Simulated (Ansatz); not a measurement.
Mulliken charges of FH₄N₂Y, SMILES `[NH2][Y]([NH2])[F]` from r2SCAN/def2-TZVPP in Ansatz (PBE0-D4/def2-TZVP geometry).

| atom | x (Å) | y (Å) | z (Å) | charge (e) |
| --- | --- | --- | --- | --- |
| N1 | 0.547 | 1.759 | -0.357 | -0.571 |
| Y2 | 0.638 | -0.316 | 0.181 | 1.157 |
| N3 | -1.188 | -1.442 | 0.179 | -0.571 |
| F4 | 2.388 | -1.182 | 0.667 | -0.508 |
| H5 | 1.316 | 2.417 | -0.406 | 0.123 |
| H6 | -0.283 | 2.281 | -0.617 | 0.124 |
| H7 | -1.307 | -2.423 | 0.405 | 0.123 |
| H8 | -2.112 | -1.095 | -0.052 | 0.124 |

**Question.** By hand: the dipole of these point charges (1 e Å = 4.8032 D).

**Answer.** Σ q r = (-0.405, 0.200, -0.111) e Å, of length 0.465 e Å = 2.23 D.

**Question.** How does the dipole of the full density compare? (Best estimate.)

**Answer.** Ansatz gave: (-0.377, 0.187, -0.103) e Å, 2.08 D; the point charges give 1.07 times that, at 0° from its direction.

Point charges leave out the atoms' own dipoles, such as those of lone pairs, and Mulliken's split depends on the basis, so the close match here is no proof of good charges.
